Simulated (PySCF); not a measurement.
# YF₃: calculation against measurement

Isolated YF₃, optimised in PySCF with density fitting and no spin–orbit coupling; def2 sets carry scalar-relativistic core potentials from Rb on. All levels below give a singlet of D3h symmetry: PBE0/def2-TZVP Y–F 1.997 Å (×3); B3LYP/def2-TZVP Y–F 2.010 Å (×3); PBE/def2-TZVP Y–F 2.010 Å (×3).

Formally Y is in oxidation state +3, d0. The polar-tensor charge on Y, 2.53, is below the formal one.

Measured fundamentals (Jacox, Vibrational and Electronic Energy Levels of Polyatomic Transient Molecules, as compiled in the NIST Chemistry WebBook) beside computed harmonic wavenumbers, in cm⁻¹:

```
mode as compiled  computed symmetry  measured        medium  PBE0/def2-TZVP  B3LYP/def2-TZVP  PBE/def2-TZVP
e' asym. stretch                 e'       561  argon matrix             594              585            577
```

**Question.** How close does each level come?

**Answer.** Mean absolute differences: PBE0/def2-TZVP 5.9 %, B3LYP/def2-TZVP 4.2 %, PBE/def2-TZVP 2.8 %. The mean ratio of measured to computed values at PBE/def2-TZVP is 0.973. Harmonic values should lie a little above fundamentals; matrices shift bands further, usually down by up to a few per cent.
